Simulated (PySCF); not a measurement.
# SiBr⁺: energy against distance

Set-up: Si def2-SVP, Br def2-SVP; no relativity (PySCF 2.14). Energies in eV from Si⁺ + Br in their ground configurations at the same level. State: ¹Σ⁺ (singlet), closed shell.

```tsv
R (Å)	LDA
1.827	-4.182
1.913	-4.974
1.998	-5.405
2.061	-5.556
2.125	-5.597
2.189	-5.555
2.274	-5.402
2.380	-5.108
2.507	-4.670
2.678	-4.033
```

Task: Put a parabola through the three lowest points of the LDA curve and estimate Re, k and ωe (reduced mass 20.65 u; 1 eV/Å² = 0.16022 mdyn/Å; ωe = 1302.8·√(k/μ) cm⁻¹).

Result: Through R = 2.061, 2.125, 2.189 Å the second-order coefficient is 10.1 eV/Å², so Re ≈ 2.125 Å, k ≈ 3.25 mdyn/Å and ωe ≈ 517 cm⁻¹. A polynomial fit of higher order to the unrounded LDA energies gives Re = 2.121 Å, k = 3.34 mdyn/Å, ωe = 524 cm⁻¹; anharmonicity and rounding make the difference.

The higher-order fit for each curve: LDA: Re = 2.121 Å, ωe = 524 cm⁻¹, De = 5.60 eV.

For an ion De counts to the pair picked by the measured ionisation energies or electron affinities, which need not be the lowest pair at this level.
